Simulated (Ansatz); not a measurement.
Consider the formal exchange of groups at a C–C bond: `CC[SiH](Cl)Cl` + `[CH3][GeH3]` → `Cl[SiH](Cl)C[CH2][GeH3]` + CH₄.

Program: Ansatz. Geometries: PBE0-D4/def2-TZVP. ΔE: electronic, gas phase. CCSD(T)/CBS is the MP2 limit (def2-TZVPP, def2-QZVPP) plus CCSD(T) − MP2 in def2-TZVPP, frozen cores. This one scheme is used for every species. Functionals use def2-TZVPP. For Ge outer-core shells are correlated without core-valence functions, which leaves a few kJ/mol of doubt a bond. Scalar relativity is left out up to krypton. One conformer a species, not always the lowest.

CCSD(T)/CBS gives +0.01 eV.

Task: Another level gave +0.05 eV. Which?
A. r2SCANh-D4/def2-TZVPP
B. BLYP-D4/def2-TZVPP
C. HF/def2-TZVPP
D. PBE0/def2-TZVPP

Result: A. r2SCANh-D4 0.05, PBE0 0.10, HF/def2-TZVPP 0.17, BLYP-D4 0.00 eV.

Largest T1 diagnostic among the species: 0.010.

Leaving LDA and LC-ωPBE aside and taking each functional with its dispersion term where it has one, the values, not all of them listed here, spread over 0.08 eV, from BLYP-D4 to B2PLYP. LDA lies −0.06 eV from PBE without D4. In def2-TZVPP, CCSD(T) changes the Hartree–Fock value by −0.15 eV (the triples alone add −0.02 eV) and MP2 by −0.17 eV.
